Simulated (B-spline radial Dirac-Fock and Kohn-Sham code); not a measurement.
## Two-hole binding energies of Ho⁺

System: the Ho⁺ ion in the configuration [Xe] 4f11 5d1 (an excited configuration).

Input of the calculation (task.json; shells as n, l, electrons):

```json
{"items": [{
  "Z": 67,
  "q": 1,
  "cfg": [[1, 0, 2], [2, 0, 2], [2, 1, 6], [3, 0, 2], [3, 1, 6], [3, 2, 10], [4, 0, 2], [4, 1, 6], [4, 2, 10], [4, 3, 11], [5, 0, 2], [5, 1, 6], [5, 2, 1]],
  "A": 165,
  "rrms": 5.2022,
  "do": ["binding", "quiet", "double"]
}]}
```

Launch: `python xray_run.py task.json out`

Method: Dirac-Fock energy differences between relaxed states, corrected for Breit and QED terms. Computed with a radial B-spline solver. U is the two-hole binding energy less the two single-hole energies, the effective repulsion of the holes after relaxation. Each two-hole energy is an average over J within one jj subconfiguration.

| holes | E(a) (eV) | E(b) (eV) | E(ab) (eV) | U (eV) |
| --- | --- | --- | --- | --- |
| 1s⁻¹ 2p3/2⁻¹ | 55621.4 | 8077.0 | 63991.0 | 292.5 |
| 1s⁻¹ 3d3/2⁻¹ | 55621.4 | 1396.9 | 57100.3 | 82.0 |
| 1s⁻¹ 3d5/2⁻¹ | 55621.4 | 1358.6 | 57059.0 | 79.0 |
| 2s⁻² | 9406.8 | 9406.8 | 18999.6 | 186.0 |
| 2s⁻¹ 2p3/2⁻¹ | 9406.8 | 8077.0 | 17650.1 | 166.2 |
| 2p1/2⁻¹ 2p3/2⁻¹ | 8924.2 | 8077.0 | ? | ? |
| 2s⁻¹ 3p1/2⁻¹ | 9406.8 | 1931.5 | 11413.0 | 74.7 |
| 2p1/2⁻¹ 3s⁻¹ | 8924.2 | 2141.1 | 11136.9 | 71.6 |
| 2s⁻¹ 3d3/2⁻¹ | 9406.8 | 1396.9 | 10882.9 | 79.2 |
| 2s⁻¹ 3d5/2⁻¹ | 9406.8 | 1358.6 | 10842.3 | 76.9 |
| 2p1/2⁻¹ 3d3/2⁻¹ | 8924.2 | 1396.9 | 10398.9 | 77.8 |
| 3p1/2⁻¹ 3p3/2⁻¹ | 1931.5 | 1751.8 | 3731.5 | 48.3 |
| 3d3/2⁻² | 1396.9 | 1396.9 | 2851.8 | 58.0 |
| 5p1/2⁻¹ 5p3/2⁻¹ | 38.39 | 33.47 | 84.25 | 12.4 |

Question: Give the missing two-hole energy and U.

Answer: E(ab) = 17207.9 eV and U = 206.6 eV.
